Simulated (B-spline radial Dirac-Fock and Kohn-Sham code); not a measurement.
# How the settings move the core levels of Cr²⁺

ΔSCF core binding energies without Breit or QED terms, calculated with a B-spline atomic structure program. Keys: rel is the Hamiltonian (dirac, or spin-free x2c and nr, where L3 and M5 stand for the whole 2p and 3d shells), method is hf or an exchange,correlation pair (spin-unpolarised, also for the hole states), nuc the nuclear model, radius_factor scales its radius, rmax is the box in bohr, h the logarithmic mesh step, order the B-spline order, points the quadrature points per cell, c_factor scales the speed of light, and damp, ndamp, maxit and tol steer the iteration. The run stops when the commutator error falls below 10·tol·max(1, Z/10), or the numerical noise floor, and the energy has settled to about 1e-8 Ha; the virial ratio is −V/T.

Base input:

```json
{"items": [{"Z": 24, "q": 2, "cfg": [[1, 0, 2], [2, 0, 2], [2, 1, 6], [3, 0, 2], [3, 1, 6], [3, 2, 4]], "A": 52, "rrms": 3.6452, "do": "settings", "holes": ["K", "L3", "M5"],
  "settings": [{"rel": "dirac", "method": "hf", "nuc": "fermi", "radius_factor": 1.0, "rmax": 45.0, "h": 0.3, "order": 8, "points": 10, "c_factor": 1.0, "maxit": 60, "damp": 0.5, "ndamp": 3, "tol": 1e-08}]}]}
```

The ground state converged in 10 iterations, with total energy -1048.89423 Ha, virial ratio 1.98766 and highest orbital energy -30.75 eV. ΔSCF binding energies: K (1s) 6029.6 eV, L3 (2p3/2) 607.9 eV. Holes are computed only in closed shells, and unreliable hole states are left out.

Changes from the base run:

```csv
changed setting,Δ total energy (Ha),Δ K (eV),Δ L3 (eV),iterations
nuc = "sphere"; order = 7; damp = 0.2,0.00000,0.00,0.00,10
"method = "b88,"",?,?,?,?
"method = "b88,"; rmax = 30.0; h = 0.4",-0.08279,+16.51,-1.41,10
order = 7,0.00000,0.00,0.00,10
radius_factor = 0.8,-0.00098,+0.01,0.00,10
damp = 0.2,0.00000,0.00,0.00,10
c_factor = 1.5,+3.61142,-26.14,+0.78,10
```

**Question.** What does the change method = "b88," do?

**Answer.** The total energy moves by -0.08294 Ha and the binding energies by K +16.51 eV, L3 -1.41 eV; the run takes 10 iterations.
